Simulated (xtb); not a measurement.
CH₄STe, SMILES CS[TeH]. All values are semi-empirical tight-binding results from xtb (GFN2-xTB unless named), good for trends rather than for accurate numbers. Coordinates come from a GFN2-xTB optimisation.

Optimised geometry:

```xyz
7

Te    -0.3416     0.2736     0.7205
H     -1.8655     0.0941     0.1083
S      0.6721    -1.0360    -0.9946
C      0.9650     0.1782    -2.3188
H      0.0174     0.5668    -2.6783
H      1.4707    -0.3603    -3.1137
H      1.5983     0.9809    -1.9545
```

The orbital gap is 3.51 eV and the zero-point energy comes out as 27.6 kcal/mol. The G − E(el) at 298.15 K (modified RRHO) is 8.6 kcal/mol and the static polarisability (D4 model) comes out as 74.5 bohr³. The solvation energy, GFN2-xTB/ALPB(water) is -1.2 kcal/mol and the solvation energy, GFN2-xTB/ALPB(toluene) comes out as -4.7 kcal/mol.

Problem. Give the atomic charges and the Wiberg bond orders between heavy atoms. (An estimate is asked for; the answer gives what the named calculation found.)

Solution. charges (e) Te1 0.08, H2 0.04, S3 -0.23, C4 -0.05, H5 0.05, H6 0.06, H7 0.05. Bond orders Te1–S3 1.11, S3–C4 1.00.
